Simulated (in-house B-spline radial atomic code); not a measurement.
**RPA and G0W0 on BLYP: Zr XXIX (Zr28+)**

Configuration [Ne] 3s2, mean-field start BLYP. Computed with a B-spline radial code for spherical atoms: all electrons, non-relativistic, point nucleus, each spin shell either full or empty, empty states to l = 9 with an (l + 1/2)⁻⁴ tail; G0W0 by contour deformation at full frequency.

Without relativity these are model numbers: it shifts the levels of so heavy an element strongly and can reorder them.

Command:
```bash
python run_gw.py task.json out
```
Settings (radii: box in bohr, nucleus in fm):
```
Z                        40
electrons                12
configuration            [Ne] 3s2
hamiltonian              nr
method                   b88,lyp
lmax                     9
spin_polarised           False
box_radius               3.2
intervals                46
ion_configuration        [Ne] 3s1
```

Time taken, with all properties: 1.6 s on 1 thread of Arm Neoverse V1 (shared host).

Energies (hartree):

```csv
term,value
mean-field total,-2977.16154
Hartree-Fock functional on these orbitals,-2976.58107
direct second order,-1.0876
second-order exchange,0.42302
SOSEX correction,0.3692
```

(1) What is the RPA correlation energy, and what remains with SOSEX?

Quasi-particle levels (eV):

```tsv
level	occupied	mean field	Σx - vxc	Σc	QP weight	G0W0
3s	yes	-1470.33	-20.38	?	?	?
2p	yes	-3546.35	-81.58	4.41	0.989	-3623.53
2s	yes	-3727.10	-103.25	2.06	0.975	-3828.30
1s	yes	-18851.41	-279.90	27.36	0.984	-19103.94
3p	no	-1408.66	30.46	-3.68	0.968	-1381.89
```

G0W0 = mean field + (Σx - vxc) + Σc, with Σc (partial-wave tail included) taken at the quasi-particle energy.

(2) Where does G0W0 put 3s?

(3) What does it cost to remove one electron (to [Ne] 3s1) by differences of total energies, each species on its own start (correlation terms add to the Hartree-Fock functional)?

## Answers

(1) RPA gives -0.96197 hartree (-2.18 eV per electron); RPA + SOSEX gives -0.59278, and the second-order doubles -0.66458 hartree (no singles). RPA lacks exchange-type terms and so overcorrelates at short range.

(2) At -1496.67 eV, with Σc = -5.96 eV and a quasi-particle weight of 0.973. The tabulated removal energy is 1525.1 ± 2.2 eV (NIST, semi-empirical); the calculation leaves out relativity, Breit and QED terms, and what these don't explain is the method's own error.

(3) BLYP 1494.78 eV, Hartree-Fock functional 1490.47 eV, + RPA 1496.33 eV, + RPA + SOSEX 1494.69 eV, + second order 1496.18 eV. Tabulated: 1525.1 ± 2.2 eV (NIST, semi-empirical); the calculation leaves out relativity, Breit and QED terms, and what these don't explain is the method's own error.
